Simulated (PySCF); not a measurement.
Radial density of Mg (magnesium, neutral)

UHF, [Ne] 3s1 3p1, high-spin 3P determinant (an excited configuration). All numbers are calculated (PySCF 2.14, the spin-free X2C one-electron Hamiltonian (Gaussian nucleus), in aug-cc-pCVQZ-DK (10s9p7d5f3g, 134 functions)).

| r (bohr) | 4πr²ρ (e/bohr) | 4πr²(ρα − ρβ) |
| --- | --- | --- |
| 0.00224 | 0.07353 | 0.0001 |
| 0.00377 | 0.1943 | 0.0003 |
| 0.00633 | 0.5039 | 0.0007 |
| 0.0107 | 1.260 | 0.0018 |
| 0.0179 | 2.948 | 0.0043 |
| 0.0301 | 6.165 | 0.0088 |
| 0.0507 | 10.63 | 0.0142 |
| 0.0853 | 13.36 | 0.0149 |
| 0.143 | 10.60 | 0.0087 |
| 0.241 | 7.357 | 0.0280 |
| 0.406 | 10.39 | 0.0819 |
| 0.683 | 9.376 | 0.0301 |
| 1.15 | 2.765 | 0.0343 |
| 1.93 | 0.5887 | 0.4275 |
| 3.25 | 0.5765 | 0.5757 |
| 5.46 | 0.1771 | 0.1771 |
| 9.19 | 0.008373 | 0.0084 |
| 15.5 | 1.794e-05 | 0.0000 |

Densities and radii are taken from the X2C orbitals without a picture-change correction, which distorts them close to the nucleus.
